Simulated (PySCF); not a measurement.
Cd(Me)2 (C₂H₆Cd), SMILES [CH3][Cd][CH3].

Coordinates come from a B3LYP-D3(BJ)/def2-SVP optimisation. The isomer is the one that the SMILES or the coordinates give; other isomers of the formula were not compared. The def2 effective core potentials stand for the cores of Cd; spin–orbit coupling is left out.

Two levels are set side by side: TDA-PBE/def2-SVPD (PySCF) and TDA-PBE0/def2-SVPD (PySCF). Vertical, same geometry. The lowest singlet is HOMO→LUMO+1 100 % with PBE and HOMO→LUMO+1 100 % with the other functional; states are paired by order. Differences are taken from unrounded values.

```json
[
 {"quantity": "lowest singlet excitation (eV)", "TDA-PBE0": "5.51"},
 {"quantity": "lowest triplet excitation (TDA) (eV)", "TDA-PBE0": "5.08"},
 {"quantity": "first bright state (f over 0.05) (eV)", "TDA-PBE0": "6.40"},
 {"quantity": "its oscillator strength", "TDA-PBE0": "0.57"}
]
```

### Question
What does TDA-PBE give, and how far is it from TDA-PBE0? (The exact figures need the calculation; the answer reports its results.)

### Answer

```csv
quantity,TDA-PBE,TDA-PBE minus TDA-PBE0
lowest singlet excitation (eV),5.15,-0.36
lowest triplet excitation (TDA) (eV),4.83,-0.25
first bright state (f over 0.05) (eV),6.03,-0.36
its oscillator strength,0.50,-0.07
```

Functionals without exact exchange tend to place singlet excitations lower, as here. Differences between two approximate levels are no errors against the true value.

Rough cost on one machine, each run with all the roots and properties that it gave: TDA-PBE0 against TDA-PBE about 2 times.
